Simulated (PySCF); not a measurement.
One formula, C4H12GeO, several structures.

PySCF, wB97X-D/def2-SVPD, density fitting, gas phase; each molecule at its own PBE0-D3(BJ)/def2-SVP geometry, one conformer. Singlet excitations by full TDDFT with frozen cores, triplets by Tamm–Dancoff TDDFT and ionisation energies by ΔSCF, from the lowest of the holes tried. 

Torsions of the conformers computed, which needn't be the lowest (atom-mapped SMILES):
- `[CH3:1][CH2:2][CH2:3][CH2:4][O:5][GeH3:6]`: C1–C2–C3–C4 178°, C2–C3–C4–O5 -62°, C3–C4–O5–Ge6 174°
- `[CH3:1][C:2]([CH3:3])([CH3:4])[O:5][GeH3:6]`: C1–C2–O5–Ge6 -58°
- `[CH3:1][CH2:2][C@@H:3]([CH3:4])[O:5][GeH3:6]`: C1–C2–C3–C4 178°, C2–C3–O5–Ge6 157°
- `[CH3:1][CH2:2][CH2:3][GeH2:4][O:5][CH3:6]`: C1–C2–C3–Ge4 -67°, C2–C3–Ge4–O5 -46°, C3–Ge4–O5–C6 177°
- `[CH3:1][O:2][GeH2:3][CH:4]([CH3:5])[CH3:6]`: C1–O2–Ge3–C4 180°, O2–Ge3–C4–C5 -64°
- `[CH3:1][CH2:2][CH2:3][O:4][GeH2:5][CH3:6]`: C1–C2–C3–O4 -60°, C2–C3–O4–Ge5 178°, C3–O4–Ge5–C6 180°
- `[CH3:1][O:2][CH2:3][C@H:4]([CH3:5])[GeH3:6]`: C1–O2–C3–C4 180°, O2–C3–C4–C5 70°
- `[CH3:1][CH2:2][O:3][GeH2:4][CH2:5][CH3:6]`: C1–C2–O3–Ge4 175°, C2–O3–Ge4–C5 -177°, O3–Ge4–C5–C6 175°
- `[CH3:1][CH2:2][Ge@H:3]([CH3:4])[O:5][CH3:6]`: C1–C2–Ge3–C4 56°, C2–Ge3–O5–C6 -60°

Reference: `CCCC[O][GeH3]`, with HOMO energy -9.59 eV, LUMO energy 1.82 eV, lowest singlet excitation 6.74 eV, lowest triplet excitation 6.44 eV, mean polarisability 85.8 au, dipole moment 1.09 D and vertical ionisation energy 9.79 eV.

Changes against it:

| molecule | Δ electronic energy (kcal/mol) | Δ HOMO energy (eV) | Δ LUMO energy (eV) | Δ lowest singlet excitation (eV) | Δ lowest triplet excitation (eV) | Δ mean polarisability (au) | Δ dipole moment (D) | Δ vertical ionisation energy (eV) |
| --- | --- | --- | --- | --- | --- | --- | --- | --- |
| CC[C@@H](C)[O][GeH3] | -2.8 | +0.01 | -0.02 | +0.08 | +0.06 | -1.0 | 0.00 | -0.09 |
| C[O][GeH2][CH](C)C | -1.5 | +0.09 | +0.26 | +0.13 | +0.14 | -0.7 | -0.21 | -0.03 |
| COC[C@H](C)[GeH3] | +17.8 | +0.11 | +0.16 | +0.65 | +0.86 | +1.5 | +0.65 | -0.11 |
| CC[O][GeH2][CH2]C | -5.4 | +0.15 | +0.20 | +0.20 | +0.23 | +0.1 | -0.19 | -0.14 |
| C[CH2][Ge@H]([CH3])[O]C | -9.6 | +0.35 | +0.30 | +0.37 | +0.41 | -2.2 | +0.35 | -0.39 |

Rows whose labels were lost:

| row | Δ electronic energy (kcal/mol) | Δ HOMO energy (eV) | Δ LUMO energy (eV) | Δ lowest singlet excitation (eV) | Δ lowest triplet excitation (eV) | Δ mean polarisability (au) | Δ dipole moment (D) | Δ vertical ionisation energy (eV) |
| --- | --- | --- | --- | --- | --- | --- | --- | --- |
| P | -4.1 | +0.04 | -0.03 | +0.16 | +0.11 | -1.4 | +0.05 | -0.15 |
| Q | -7.6 | +0.14 | +0.23 | +0.25 | +0.27 | -0.5 | -0.17 | -0.15 |
| R | -2.1 | +0.08 | +0.25 | +0.14 | +0.15 | -1.2 | -0.29 | -0.01 |

Problem. Which row belongs to which of `CC(C)(C)[O][GeH3]`, `CC[CH2][GeH2][O]C` and `CCC[O][GeH2][CH3]`?

Solution. P = `CC(C)(C)[O][GeH3]`, Q = `CCC[O][GeH2][CH3]` and R = `CC[CH2][GeH2][O]C`. P and Q are told apart most clearly by the electronic energy (-4.1 against -7.6 kcal/mol); P and R are told apart most clearly by the LUMO energy (-0.03 against +0.25 eV); Q and R are told apart most clearly by the electronic energy (-7.6 against -2.1 kcal/mol); P comes close to the labelled row of `CC[C@@H](C)[O][GeH3]` in every column; Q comes close to the labelled row of `CC[O][GeH2][CH2]C` in every column; R comes close to the labelled row of `C[O][GeH2][CH](C)C` in every column.

Problem. Fit a straight line for the change of the lowest singlet excitation against that of the lowest triplet excitation over the labelled rows, and test it on P, Q and R.

Solution. Over the 5 labelled rows the slope is 0.723 eV/eV, the intercept +0.04 eV, r = 1.00 and the standard error 0.022 eV. P: predicted +0.12, computed +0.16 eV; Q: predicted +0.24, computed +0.25 eV; R: predicted +0.15, computed +0.14 eV. The mean miss is 0.021 eV, against 0.1 eV for guessing the labelled rows' mean: the line carries over to these rows.

Note: wB97X-D ran without an empirical dispersion term, which enters the total energy and its gradient alone.
